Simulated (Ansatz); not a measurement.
Consider the ligand exchange at the Si–C bond: `F[Si@H]1[GaH][C@@H]1[SiH3]` + `[OH][Al]([OH])[SH]` → `[OH][Al]([SH])[O][SiH3]` + `F[SiH]1[CH2][GaH]1`.

Calculated with Ansatz (gas phase, PBE0-D4/def2-TZVP geometries, no zero-point term in ΔE). CCSD(T)/CBS adds triple-zeta CCSD(T) − MP2 to the extrapolated MP2 energy (def2 sets, frozen cores). This one scheme is used for every species. Functionals use def2-TZVPP. For Ga outer-core shells are correlated without core-valence functions, which leaves a few kJ/mol of doubt a bond. Scalar relativity is left out up to krypton. Each species was taken in one conformer, which may not be the lowest.

**Question.** Is it downhill or uphill in electronic energy at CCSD(T)/CBS, and by how much? (Estimate.)

**Answer.** Ansatz gave: Downhill: ΔE = -19.6 kcal/mol.

**Question.** What do these levels give: BLYP-D4, r2SCAN-D4, CAM-B3LYP-D4, ωB97X-V, ωB97M-V, PBE-QIDH, r2SCAN, PBE0, r2SCAN0, BHLYP, MP2/def2-QZVPP, CCSD/CBS(def2)? (Best estimate.)

**Answer.** Ansatz gave: BLYP-D4 -19.6, r2SCAN-D4 -19.8, CAM-B3LYP-D4 -21.9, ωB97X-V -20.4, ωB97M-V -20.1, PBE-QIDH -19.5, r2SCAN -20.0, PBE0 -18.9, r2SCAN0 -20.5, BHLYP -23.7, MP2/def2-QZVPP -19.3, CCSD/CBS(def2) -20.5 kcal/mol.

Largest T1 diagnostic among the species: 0.014.

The D4 term adds +1.5 kcal/mol with B3LYP and +0.8 kcal/mol with PBE0; it sums over pairs of atoms, weighted by their polarisabilities, and B3LYP, whose exchange is more repulsive, gets the larger term. In def2-TZVPP, CCSD(T) changes the Hartree–Fock value by +6.1 kcal/mol (the triples alone add +1.0 kcal/mol) and MP2 by +6.8 kcal/mol. From BLYP to BHLYP (50 % exact exchange), in def2-TZVPP and without D4, ΔE moves by −2.2 kcal/mol.

B3LYP here is the variant with VWN-RPA as its local correlation; programs differ in this.
